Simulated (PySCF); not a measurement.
Computed properties of C₂H₅AlO, SMILES C=[CH][AlH][OH]

C₂H₅AlO, SMILES C=[CH][AlH][OH]. Coordinates come from a PBE0-D3(BJ)/def2-SVP optimisation. Other conformers were not sampled. All values are computed for the isolated molecule unless a solvent is named; none is compared with measurement here.

**Structure.** The optimised structure has Cs symmetry. All 21 harmonic modes at PBE0-D3(BJ)/def2-SVP (PySCF) are real, so it is a minimum. With heavy atoms numbered as in [AlH:1]([CH:3]=[CH2:4])[OH:8], the shortest bond between them is C3–C4 at 1.343 Å and the longest Al1–C3 at 1.938 Å.

**Vibrations.** The strongest infrared lines (harmonic, unscaled, degenerate partners summed) lie at 1939 cm⁻¹ (242 km/mol, H 96 %), 552 cm⁻¹ (219 km/mol, H 67 %, Al 16 %, C 14 %), 538 cm⁻¹ (212 km/mol, H 84 %, O 9 %). The softest mode is at 110 cm⁻¹ and the zero-point energy is 39.2 kcal/mol.

**Electronic structure.** M06-2X/def2-TZVP (PySCF) places the frontier levels at -9.12 and -0.50 eV, a gap of 8.62 eV, and gives a dipole moment of 0.55 D and a mean polarisability of 51.9 bohr³.

**Excitations.** TDDFT-CAM-B3LYP/def2-SVPD (PySCF) has S1 at 5.43 eV (228 nm, f = 0.001, dark); the most intense of the 10 singlets computed lies at 6.26 eV (f = 0.22). T1 (TDA) is at 3.97 eV. No vertical singlet excitation falls in the visible range (under 3.1 eV).

**NMR.** GIAO shifts at KT2/pcSseg-1 (PySCF) (non-relativistic, atoms alike by connectivity averaged): ¹³C from 136.4 to 144.3 ppm against TMS; ¹H from 3.1 to 6.9 ppm against TMS.
